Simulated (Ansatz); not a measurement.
```yaml
crystal:
  periodic: [false, false, false]
  atoms:
    - {symbol: C, position_ang: [-0.605624, 0.861520, -0.287247]}
    - {symbol: S, position_ang: [0.917349, 1.112002, 0.275854]}
    - {symbol: Ge, position_ang: [2.119545, -0.757546, 0.790559]}
    - {symbol: O, position_ang: [0.553430, -1.919835, 0.185428]}
    - {symbol: H, position_ang: [-0.640627, 0.336973, -1.177574]}
    - {symbol: H, position_ang: [-1.157794, 1.776022, -0.334806]}
    - {symbol: H, position_ang: [-1.089671, 0.182468, 0.597155]}
    - {symbol: H, position_ang: [-0.238685, -1.546319, -0.047461]}
basis:
  gaussian: {orbitals: STO-3G}
hamiltonian: {xc: {name: HF}}
correlation: {active_space: {window: {electrons: 3, orbitals: 2}}}
scf: {lower_state_search: full}
output: {forces: true}
```

```sh
$ ansatz run in.yaml --threads 4 --pin off --events-out ev --progress --plain --max-ram 10444MiB
```

It prints (some lines left out):

```
Functional definition: HF
470 factors; integrals over basis functions are off by at most 3.5e-5 eV
mean field evaluation 1: about -69614.3994 eV, gradient 2.7e1 eV
mean field evaluation 2: about -69614.5084 eV, gradient 2.7e1 eV
mean field evaluation 4: about -69617.6475 eV, gradient 2.4e0 eV
mean field evaluation 8: about -69617.6934 eV, gradient 2.0e-2 eV
mean field -69617.69052514 eV, -2558.4029382334 hartree, gradient 2.0e-6 eV, S^2 0.000000; 0 other end points of the search recorded, 0 dependent functions left out
reference -69617.69052514 eV, -2558.4029382334 hartree; 33, 33 occupied and 8, 8 virtual orbitals, 470 factors
Error: 3 electrons in 2 orbitals form no window around the highest filled level of the reference
```

Question: Something in this input is off. What?

Answer: The active space doesn't fit the electrons. The run stopped with an error.
